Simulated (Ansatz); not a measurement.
Cost and result up the ladder for cyclo-(H2SnO)2 (Sn2O2H4) (8 atoms). Total charge 0; singlet. Geometry: B3LYP-D4/def2-SVP.

Cartesian coordinates in Å:
```
Sn -0.197 0.473 1.400
H 1.000 0.279 2.620
H -1.638 1.253 1.921
O 0.536 1.212 -0.334
Sn 0.197 -0.473 -1.400
H 1.638 -1.253 -1.921
H -1.000 -0.279 -2.620
O -0.536 -1.212 0.334
```

Ansatz on 4 threads of Arm Neoverse V2 on a shared host. Times are rough, and most runs start from the orbitals of an earlier one. CAM-B3LYP-D4/def2-TZVP serves as the yardstick here, not as an exact answer. Differences are given only for rows in sets of like size (and for xTB, whose basis is part of the method), since another set adds its own error. Binding counts from free atoms at the same level (Sn triplet, H doublet, O triplet; other spins of the atoms weren't run), without zero-point energy or a counterpoise term.

In the def2 sets Sn takes a core potential, while STO-3G treats all electrons; there is no spin–orbit coupling. LC-ωPBE has ω = 0.4 bohr⁻¹. B3LYP takes the VWN-RPA correlation. Correlated methods freeze 10 core orbitals; core or outer-core shells of Sn are correlated, in sets that lack core-valence functions.

Correlated methods converge slowly with the basis.

```tsv
level	functions	wall time	binding energy per atom (eV)	difference from CAM-B3LYP-D4/def2-TZVP (eV)
HF/STO-3G	68	0.55 s	2.55	–
PBE-D4/def2-SVP	100	0.8 s	2.85	–
LDA (SPW92)/def2-TZVP	186	1 s	3.40	0.53
PBE0-D4/def2-SVP	100	1.2 s	2.73	–
HF/def2-TZVP	186	1.3 s	1.74	-1.13
PBE-D4/def2-TZVP	186	1.6 s	2.92	0.05
BLYP-D4/def2-TZVP	186	1.8 s	2.87	0.00
LC-ωPBE/def2-TZVP	186	2.1 s	2.84	-0.03
B3LYP-D4/def2-TZVP	186	2.4 s	2.84	-0.03
PBE0-D4/def2-TZVP	186	2.5 s	2.80	-0.07
BHLYP-D4/def2-TZVP	186	2.5 s	2.69	-0.18
CAM-B3LYP-D4/def2-TZVP	186	2.7 s	2.87	0.00
r2SCAN-D4/def2-TZVP (with forces)	186	3.8 s	2.88	0.01
CCSD(T)/def2-TZVP	186	1.7 min	2.77	-0.10
```
